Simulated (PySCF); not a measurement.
**P(3+) (phosphorus, charge +3): Hartree-Fock from Schrödinger to Dirac-Coulomb-Breit**

Occupied: 1s1/2, 2s1/2, 2p1/2, 2p3/2, 3s1/2. Hartree-Fock calculated with PySCF 2.14 in an even-tempered Gaussian basis (23 s from 0.036 bohr⁻², ratio 2.3; 16 p from 0.043 bohr⁻², ratio 2.3), Gaussian nucleus throughout. NR is non-relativistic, sf-X2C the spin-free one-electron X2C Hamiltonian, X2C adds the bare one-electron spin-orbit term, X2C-SNSO screens it by Boettger's factors, DC is four-component Dirac-Coulomb, and the Gaunt and Breit terms are added at first order (total energies over the DC spinors, levels after relaxing the spinors in that mean field). QED terms are absent. Levels marked empty are virtual spinors of this ion; the basis has s and p functions only, so 3d, which can lie below the n = 4 levels, is absent.

| Hamiltonian | E (hartree) |
| --- | --- |
| NR | -338.5630 |
| sf-X2C | -339.3822 |
| X2C | -339.3828 |
| X2C-SNSO | -339.3827 |
| DC | -339.4102 |
| DC+Gaunt | -339.3355 |
| DC+Breit | -339.3407 |

```tsv
level (eV)	NR	sf-X2C	X2C	X2C-SNSO	DC	DC+Gaunt	DC+Breit
1s1/2	-2216.3	-2222.3	-2222.3	-2222.3	-2222.9	-2221.6	-2221.7
2s1/2	-243.26	-244.26	-244.26	-244.26	-244.30	-244.25	-244.25
2p1/2	-185.64	-185.62	-186.38	-186.28	-186.27	-186.17	-186.18
2p3/2	-185.64	-185.62	-185.24	-185.29	-185.31	-185.25	-185.26
3s1/2	-49.883	-50.000	-50.000	-50.000	-50.003	-49.997	-49.997
3p1/2 (empty)	-29.206	-29.197	-29.254	-29.247	-29.245	-29.237	-29.239
3p3/2 (empty)	-29.206	-29.197	-29.168	-29.172	-29.173	-29.169	-29.170
4s1/2 (empty)	-15.101	-15.125	-15.125	-15.125	-15.125	-15.124	-15.124
```

Problem. How large are the two-electron picture-change error of X2C and the Breit correction in the total energy?

Solution. X2C-1e lies 0.0274 hartree above Dirac-Coulomb; Gaunt adds 0.0747 and the full Breit term 0.0696 hartree.

```tsv
interval (eV)	X2C	X2C-SNSO	DC	DC+Gaunt	DC+Breit
2p3/2 − 2p1/2	1.137	0.9848	0.9662	0.9203	0.9203
3p3/2 − 3p1/2	0.08592	0.07443	0.07237	0.06871	0.06871
```

Weight of the small component: 1s1/2 0.00284, 2s1/2 0.000427, 2p1/2 0.000397, 2p3/2 0.000395, 3s1/2 6.83e-05, 3p1/2 4.97e-05, 3p3/2 4.95e-05, 4s1/2 1.75e-05.

Koopmans' value for the highest occupied level at DC+Breit: 49.997 eV, against an ionisation energy of 51.444 eV (measured; NIST Atomic Spectra Database, ionization energies); the former lacks relaxation, correlation, QED and recoil.

The whole ladder took 180 s of wall time on 1 thread of Intel(R) Xeon(R) Platinum 8488C (shared host), launched as `OMP_NUM_THREADS=1 python relrun2.py TASK.json OUT` (a driver that calls PySCF for each Hamiltonian).
